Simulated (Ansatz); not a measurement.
Consider the substitution at a C–O bond: `FCOC1=C[SiH2]1` + HCl → `ClC1=C[SiH2]1` + `OCF`.

Calculated with Ansatz (gas phase, PBE0-D4/def2-TZVP geometries, no zero-point term in ΔE). CBS: MP2 limit from def2 TZ/QZ plus the TZ coupled-cluster correction, frozen cores. This one scheme is used for every species. Functionals use def2-TZVPP. B3LYP here is the variant with VWN-RPA as its local correlation; programs differ in this. Each species was taken in one conformer, which may not be the lowest.

`FCOC1=C[SiH2]1`:

Cartesian coordinates in Å:
```
F -0.366 -2.372 0.626
C 0.791 -1.719 0.303
O 0.836 -0.484 0.931
C 0.113 0.483 0.347
C -0.193 1.738 0.657
Si -0.916 1.241 -0.929
H 0.817 -1.606 -0.785
H 1.631 -2.300 0.685
H -0.008 2.426 1.470
H -0.352 1.687 -2.229
H -2.354 0.905 -1.077
```

HCl:

Z-matrix (Å, degrees):
```
Cl
H 1 1.279
```

`ClC1=C[SiH2]1`:

Cartesian coordinates in Å:
```
Cl -0.492 -2.241 1.231
C -0.212 -0.757 0.450
C -0.800 0.433 0.431
Si 0.667 0.376 -0.644
H -1.659 0.899 0.894
H 0.547 0.284 -2.118
H 1.948 1.006 -0.243
```

`OCF`:

Z-matrix (Å, degrees):
```
C
F 1 1.381
O 1 1.370 2 111.1
H 1 1.091 2 107.8 3 -117.4
H 1 1.096 2 106.3 3 123.2
H 3 0.962 1 109.3 2 70.7
```

```tsv
level	ΔE (kJ/mol)	difference from CCSD(T)/CBS
PBE-D4	-1.7	-0.1
r2SCAN-D4	0.9	2.5
PBE0-D4	-0.1	1.5
B3LYP-D4	0.6	2.2
ωB97X-V	3.6	5.2
ωB97M-V	2.1	3.7
B2PLYP	-1.8	-0.2
PBE	-3.8	-2.2
r2SCAN	-0.1	1.5
PBE0	-2.1	-0.5
B3LYP	-2.2	-0.6
HF/def2-TZVPP	3.3	4.9
MP2/def2-TZVPP	-3.0	-1.4
SCS-MP2/def2-TZVPP	-2.1	-0.5
CCSD/def2-TZVPP	2.9	4.5
CCSD(T)/def2-TZVPP	2.7	4.3
HF/def2-QZVPP	3.4	5.0
MP2/def2-QZVPP	-5.4	-3.8
SCS-MP2/def2-QZVPP	-4.4	-2.8
HF/CBS(def2)	3.4	5.0
MP2/CBS(def2)	-7.3	-5.7
CCSD/CBS(def2)	-1.4	0.2
CCSD(T)/CBS	-1.6	0
```

Largest T1 diagnostic among the species: 0.013.
